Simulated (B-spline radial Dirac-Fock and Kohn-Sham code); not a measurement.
# Scattering functions of Ta⁴¹⁺

System: tantalum as Ta⁴¹⁺ in the configuration 1s2 2s2 2p6 3s2 3p6 3d10 4s2 4p2.

Input of the calculation (task.json; shells as n, l, electrons):

```json
{"items": [{
  "Z": 73,
  "q": 41,
  "cfg": [[1, 0, 2], [2, 0, 2], [2, 1, 6], [3, 0, 2], [3, 1, 6], [3, 2, 10], [4, 0, 2], [4, 1, 2]],
  "A": 181,
  "rrms": 5.3507,
  "do": ["scatter"],
  "s": [0.0, 0.05, 0.1, 0.15, 0.2, 0.25, 0.3, 0.35, 0.4, 0.45, 0.5, 0.6, 0.7, 0.8, 0.9, 1.0, 1.1, 1.2, 1.4, 1.6, 1.8, 2.0, 2.5, 3.0, 3.5, 4.0, 5.0, 6.0],
  "pz": [0, 0.1, 0.2, 0.3, 0.4, 0.5, 0.6, 0.8, 1.0, 1.2, 1.4, 1.6, 1.8, 2.0, 2.5, 3.0, 4.0, 5.0, 7.0, 10.0, 15.0, 20.0, 30.0, 40.0, 60.0, 100.0],
  "hv_scatter": [1000, 5000, 8047.8, 10000, 17479.3, 20000, 30000, 100000]
}]}
```

Run with: `python xray_run.py task.json out`

Level of theory: Dirac-Fock densities; a B-spline atomic structure program. f₀ is the Fourier transform of the spherical electron density, S the Waller-Hartree incoherent function, and s = sin θ/λ.

| s (Å⁻¹) | f₀ | S |
| --- | --- | --- |
| 0 | 32.000 | 0.000 |
| 0.05 | 31.971 | 0.031 |
| 0.1 | 31.885 | 0.123 |
| 0.15 | 31.743 | 0.275 |
| 0.2 | 31.546 | 0.484 |
| 0.25 | 31.297 | 0.745 |
| 0.3 | 30.997 | 1.053 |
| 0.35 | 30.650 | 1.403 |
| 0.4 | 30.260 | 1.789 |
| 0.45 | 29.829 | 2.204 |
| 0.5 | 29.363 | 2.644 |
| 0.6 | 28.338 | 3.570 |
| 0.7 | 27.220 | 4.526 |
| 0.8 | 26.041 | 5.482 |
| 0.9 | 24.831 | 6.415 |
| 1 | 23.617 | 7.315 |
| 1.1 | 22.420 | 8.178 |
| 1.2 | 21.255 | 9.005 |
| 1.4 | 19.065 | 10.563 |
| 1.6 | 17.087 | 12.010 |
| 1.8 | 15.318 | 13.357 |
| 2 | 13.739 | 14.608 |
| 2.5 | 10.499 | 17.352 |
| 3 | 8.161 | 19.641 |
| 3.5 | 6.617 | 21.553 |
| 4 | 5.662 | 23.130 |
| 5 | 4.604 | 25.485 |
| 6 | 3.833 | 27.116 |

f₀ starts at the number of electrons, 32, and has fallen to half at s ≈ 1.72 Å⁻¹. The sum of ⟨r²⟩ over the electrons is 1.561 bohr².
